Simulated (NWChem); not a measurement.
Molecule: BHIF; SMILES B(F)I

Program: NWChem. All runs use the structure optimised with PBE0/def2-SVP. No frequency run checked for a minimum. def2 effective core potentials on I; no spin-orbit coupling. Ions are spin-unrestricted doublets at the neutral geometry; other ion states weren't tried.

Q: Estimate the computed values for PBE/def2-SVP. Quantities: vertical ionisation energy, ΔSCF (eV); −ε(HOMO) (eV).

A: 
```yaml
vertical ionisation energy, ΔSCF (eV): 10.21
"−ε(HOMO) (eV)": 6.62
```
